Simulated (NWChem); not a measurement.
Species: BiHCl$_{2}$; SMILES [Cl][BiH][Cl]

```xyz
4

Bi    -0.4526     0.0188     0.0000
H     -0.6225    -1.7805     0.0000
Cl     1.1231     0.0065     1.9002
Cl     1.1231     0.0065    -1.9002
```
Atoms are numbered in this order, from 1.

Program: NWChem. All runs use the structure optimised with PBE0/def2-SVP. def2 effective core potentials on Bi; no spin-orbit coupling. Ions are spin-unrestricted doublets at the neutral geometry; other ion states weren't tried. Functional: LC-ωPBE (HJS hole) with def2-SVP; rows give the range parameter ω in 1/bohr.

| range parameter (1/bohr) | vertical ionisation energy, ΔSCF (eV) | −ε(HOMO) (eV) | ΔSCF minus −ε(HOMO) (eV) |
|---|---|---|---|
| 0.10 | ? | ? | ? |
| 0.20 | 9.99 | 9.24 | 0.75 |
| 0.35 | 10.46 | 10.31 | 0.15 |
| 0.60 | 10.88 | 11.18 | -0.30 |

Question: Some entries are withheld; supply them.

Answer: 
- 0.10, vertical ionisation energy, ΔSCF (eV): 9.71
- 0.10, −ε(HOMO) (eV): 8.12
- 0.10, ΔSCF minus −ε(HOMO) (eV): 1.59
